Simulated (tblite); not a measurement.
Compound: C3H6AsBN2.
SMILES with atom numbers: `[CH3:1][C:2]#[N+:3][B@H-:4]([AsH2:5])[C:6]#[N:7]` (hydrogens: H8, H9, H10 on C1; H11 on B4; H12, H13 on As5)
Bond orders are those of one Lewis drawing.

Computed with GFN2-xTB (tblite), gas phase: L-BFGS steps from a force-field or distance-geometry start until the largest atomic force falls under 0.01 eV/Å.

Step 19: E = -513.0270 eV
```
atom  x, y, z in Å  |  force x, y, z in eV/Å
C1      2.6077    0.3416   -0.0489   -0.074   0.021   0.029
C2      1.2150    0.1245   -0.2824    0.109   0.015   0.020
N3      0.0916   -0.0413   -0.4900   -0.086  -0.094  -0.131
B4     -1.2547   -0.3530   -0.9300   -0.028  -0.009  -0.052
As5    -2.6485    1.0263   -0.1125    0.079  -0.048  -0.017
C6     -1.6083   -1.7629   -0.4068   -0.034  -0.068  -0.027
N7     -1.8924   -2.8143   -0.0403    0.008   0.080   0.016
H8      2.7384    0.9947    0.8147    0.083   0.016  -0.001
H9      3.1080   -0.6117    0.1374   -0.043   0.057  -0.005
H10     3.0462    0.8093   -0.9337   -0.010  -0.016   0.085
H11    -1.2532   -0.2904   -2.1265   -0.069   0.023   0.085
H12    -2.5678    0.5227    1.3076    0.069   0.000  -0.005
H13    -1.5863    2.0550    0.2323   -0.004   0.022   0.004
```

Step 20: E = -513.0290 eV
```
atom  x, y, z in Å  |  force x, y, z in eV/Å
C1      2.6040    0.3424   -0.0471   -0.021   0.024   0.031
C2      1.2133    0.1251   -0.2808    0.067   0.015   0.013
N3      0.0919   -0.0452   -0.4949   -0.073  -0.065  -0.102
B4     -1.2553   -0.3506   -0.9302   -0.050  -0.089  -0.102
As5    -2.6461    1.0270   -0.1104    0.059  -0.063  -0.036
C6     -1.6078   -1.7641   -0.4085   -0.049  -0.044  -0.016
N7     -1.8935   -2.8134   -0.0366    0.022   0.105  -0.004
H8      2.7407    0.9954    0.8139    0.062   0.036   0.042
H9      3.1046   -0.6093    0.1370   -0.022   0.003   0.014
H10     3.0443    0.8085   -0.9298    0.001   0.012   0.023
H11    -1.2540   -0.2891   -2.1284   -0.077   0.024   0.110
H12    -2.5621    0.5189    1.3069    0.071   0.007   0.008
H13    -1.5843    2.0548    0.2300    0.011   0.034   0.018
```

Step 21: E = -513.0314 eV
```
atom  x, y, z in Å  |  force x, y, z in eV/Å
C1      2.5989    0.3440   -0.0442    0.040   0.025   0.032
C2      1.2104    0.1260   -0.2789   -0.018   0.013   0.000
N3      0.0915   -0.0502   -0.5019   -0.017  -0.030  -0.061
B4     -1.2570   -0.3495   -0.9327   -0.048  -0.143  -0.113
As5    -2.6415    1.0262   -0.1083    0.029  -0.064  -0.041
C6     -1.6083   -1.7648   -0.4114   -0.059  -0.012  -0.007
N7     -1.8945   -2.8107   -0.0311    0.024   0.093  -0.012
H8      2.7440    0.9969    0.8142    0.030   0.050   0.079
H9      3.0996   -0.6065    0.1369    0.000  -0.053   0.036
H10     3.0412    0.8079   -0.9249    0.012   0.043  -0.041
H11    -1.2557   -0.2871   -2.1296   -0.088   0.024   0.081
H12    -2.5524    0.5132    1.3063    0.075   0.017   0.017
H13    -1.5805    2.0550    0.2267    0.021   0.038   0.029
```

**Question.** Estimate the geometry and energy of step 22. (The exact step hangs on the optimiser's Hessian estimate; all steps are aligned on step 21, rigid shifts and turns removed.)

**Answer.** E = -513.0341 eV, largest force 0.173 eV/Å
```
atom  x, y, z in Å  |  force x, y, z in eV/Å
C1      2.5925    0.3464   -0.0397    0.088   0.023   0.027
C2      1.2053    0.1278   -0.2759   -0.102   0.013  -0.013
N3      0.0896   -0.0559   -0.5111    0.065   0.007  -0.011
B4     -1.2602   -0.3501   -0.9387   -0.015  -0.151  -0.083
As5    -2.6347    1.0237   -0.1061   -0.003  -0.051  -0.029
C6     -1.6101   -1.7643   -0.4155   -0.066   0.012  -0.001
N7     -1.8954   -2.8055   -0.0226    0.015   0.043  -0.009
H8      2.7477    0.9997    0.8162   -0.011   0.047   0.097
H9      3.0923   -0.6042    0.1376    0.015  -0.089   0.057
H10     3.0361    0.8078   -0.9197    0.018   0.065  -0.087
H11    -1.2581   -0.2840   -2.1313   -0.102   0.020  -0.002
H12    -2.5356    0.5042    1.3056    0.075   0.031   0.019
H13    -1.5736    2.0547    0.2223    0.024   0.030   0.034
```

The energy changes by -0.0028 eV. The first-order estimate −F·Δx gives -0.0038 eV and the mean of the old and new forces, exact on a quadratic surface, -0.0028 eV. The step makes an angle of 69° with the force vector and moves no atom by more than 0.019 Å.

What follows is the cost of the whole relaxation. The run took 0.88 s on Arm Neoverse N1, one thread, shared host with 64 logical CPUs at a one-minute load of 61.
